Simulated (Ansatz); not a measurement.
The cluster WS₄, relaxed as a singlet with RKS PBE-D4/def2-SVP in Ansatz, starting from the GFN1-xTB geometry. Force threshold 0.02 eV/Å.

In the def2 sets W takes a core potential; there is no spin–orbit coupling. The structure comes from a short search, and lower isomers may exist.

Start:

| atom | x (Å) | y (Å) | z (Å) |
| --- | --- | --- | --- |
| W1 | -0.6172 | 0.4720 | -0.0714 |
| S2 | -0.4847 | -1.8758 | -0.0859 |
| S3 | 1.3941 | 0.3965 | -1.2900 |
| S4 | 1.3018 | -0.9318 | 0.2723 |
| S5 | -1.5942 | 1.9391 | 1.1749 |

(1) Estimate the energy that the relaxation releases and the steps that it takes.

(2) Does the start keep its bonding and symmetry?

(3) Predict the relaxed structure.

Results:

(1) 260.8 kJ/mol, in 17 steps; 22 s on 4 threads of AMD EPYC 7R43 on a shared host. No frequencies were taken in this run, so the end may be a saddle point.

(2) Bonds lost: S2–S4 (atoms count from 1). The end is the same structure that another start reached, the lowest one found.

(3) 
```xyz
5

W    -0.4501    0.0240   -0.1269
S    -1.4309   -1.8858    0.1269
S     1.4611    0.8251   -1.3418
S     1.7645   -0.5222    0.2549
S    -1.3447    1.5589    1.0870
```
Bond lengths: 4 × S–W 2.15 to 2.40 Å; 1 × S–S 2.11 Å.
